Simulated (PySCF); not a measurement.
**Vertical excitation energies**

Compound: C₂H₄F₂Si.
Atom-mapped SMILES: `[F:1]/[CH:2]=[C:3](\[F:4])[SiH3:5]` (hydrogens: H6 on C2; H7, H8, H9 on Si5)

Theory: PySCF 2.14.0, density-fitted response routines, TDDFT PBE0/def2-SVPD, vertical, gas phase, core orbitals frozen in the response. Geometry: GFN2-xTB; no solvent, vibrations or thermal averaging.

```csv
state,E (eV),λ (nm),ν̃ (cm⁻¹),f,symmetry,"main configurations (H = HOMO, L = LUMO)"
S1,6.31,196.5,50880,0.0085,A″,H→L+1 (89%)
S2,7.03,176.4,56700,0.0000,–,"H→L+3 (66%), H→L+2 (23%), H→L+1 (9%)"
S3,7.21,172.1,58120,0.392,A′,H→L (92%)
S4,7.38,167.9,59550,0.0005,–,"H→L+2 (71%), H→L+3 (24%)"
S5,7.75,159.9,62520,0.0071,A″,H→L+4 (93%)
S6,7.91,156.6,63840,0.0034,A″,H-1→L (90%)
```

Triplets, Tamm–Dancoff:

```json
{"state": "T1", "E (eV)": "4.32", "λ (nm)": "286.8", "main configurations (H = HOMO, L = LUMO)": "H→L (94%)"}
{"state": "T2", "E (eV)": "5.94", "λ (nm)": "208.9", "main configurations (H = HOMO, L = LUMO)": "H→L+1 (75%), H→L+3 (12%)"}
```

The lowest singlet lies at 6.31 eV (197 nm, vacuum ultraviolet) and is weak; its leading configuration is HOMO→LUMO+1 (89%). The most intense listed level is S3 at 7.21 eV (172 nm, f = 0.392), 0.90 eV above S1. Löwdin shares by element: HOMO carbon 63%, fluorine 27%; LUMO carbon 60%, silicon 12%, fluorine 9% or more (atoms not listed hold the other 18%). Weighted by f, the mean energy of these states is 7.20 eV. Of the 6 states listed, 1 reaches f = 0.01 and 1 stays under 0.0005. The listed states span 1.61 eV, and the widest gap between neighbours is 0.72 eV (S1 to S2). No computed singlet lies in the visible range (380 to 750 nm); the lowest, at 197 nm, stands 3.05 eV above its violet end (3.26 eV). Symmetry labels in Cs follow from the direction of the transition dipole and are given only for states with f of 0.002 or more. Singlets were solved by full linear response, triplets in the Tamm–Dancoff approximation.
